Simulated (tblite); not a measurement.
Run record: tight-binding relaxation, `C([C@H]1[Si@@H]([SiH2]CC1)Br)C#C`.

Computed with GFN2-xTB geometry optimisation, gas phase (tblite 0.8.0). Start geometry: from a force field or distance geometry. The input is one job of a driver script: a line of settings, then coordinates in Å.

Command:
```bash
OMP_NUM_THREADS=1 python probes_run.py task.json out
```

Input:
```
{"job": {"kind": "relax", "xc": "GFN2-xTB", "basis": "xTB"}, "charge": 0, "multiplicity": 1}
C      3.327600    -0.134900     0.764800
C      2.313300    -0.798400     0.712900
C      1.131400    -1.627100     0.672500
C     -0.066100    -0.878800     0.194000
C     -0.001400    -0.284500    -1.158900
C     -1.409600     0.114700    -1.604000
Si    -2.051800     1.291100    -0.280200
Si    -0.450700     0.672100     1.215500
Br    -1.249400     0.226300     3.231800
H      4.217500     0.455500     0.796700
H      0.944500    -1.984000     1.718900
H      1.277800    -2.539000     0.044100
H     -0.977300    -1.540300     0.264400
H      0.625400     0.655600    -1.193200
H      0.443300    -1.011800    -1.866000
H     -1.998800    -0.800700    -1.645000
H     -1.396000     0.609500    -2.591900
H     -1.957900     2.676900    -0.641400
H     -3.378100     0.863000     0.187000
H      0.651100     1.635800     1.174900
```

Problem. Give the output.

Solution. 
```
step      E/eV     max force
  0    -705.88654    2.006
  1    -705.98392    3.918
  2    -706.00854    3.211
  3    -706.09400    0.604
  4    -706.12822    0.483
  5    -706.19087    1.177
  6    -706.21896    0.792
  7    -706.23916    0.335
  8    -706.26065    0.574
  9    -706.28865    0.820
... (88 lines left out)
 98    -706.44791    0.015
 99    -706.44794    0.013
100    -706.44797    0.014
101    -706.44800    0.016
102    -706.44803    0.012
103    -706.44805    0.018
104    -706.44808    0.016
105    -706.44810    0.017
106    -706.44811    0.011
107    -706.44813    0.007
```

«max force» is the largest atomic force in eV/Å.

Problem. From which step on does the largest force stay under 0.1 eV/Å, and how much energy is left to gain from there?

Solution. From step 63 (0.094 eV/Å), 11.3 meV above the end.

Summary of the converged run: energy lowered by 13.0 kcal/mol over 107 steps; largest atomic force 0.007 eV/Å at the end.

Problem. Where do the atoms end?

Solution. 0.497 Å rms from the input after alignment:
```
atom  x, y, z in Å
C1     3.1979    0.2449    0.4366
C2     2.3403   -0.5786    0.5731
C3     1.2782   -1.5516    0.7157
C4    -0.0864   -0.9769    0.3141
C5    -0.0923   -0.5289   -1.1502
C6    -1.4210    0.1195   -1.5506
Si7   -1.8520    1.5283   -0.3290
Si8   -0.6403    0.5286    1.3692
Br9   -1.8075   -0.2948    3.1098
H10    3.9661    0.9503    0.3261
H11    1.2459   -1.8899    1.7567
H12    1.5160   -2.4193    0.0898
H13   -0.8223   -1.7841    0.4251
H14    0.7238    0.1846   -1.3044
H15    0.1083   -1.3889   -1.7981
H16   -2.2061   -0.6405   -1.5321
H17   -1.3580    0.4724   -2.5802
H18   -1.2899    2.8102   -0.7638
H19   -3.2995    1.6699   -0.1637
H20    0.4936    1.1459    2.0527
```

Problem. How long does this job take on one thread of an Arm Neoverse N1, no GPU, shared host?

Solution. About 2.2 s.
Labels such as C1 count atoms from 1, the log's own numbers from 0.
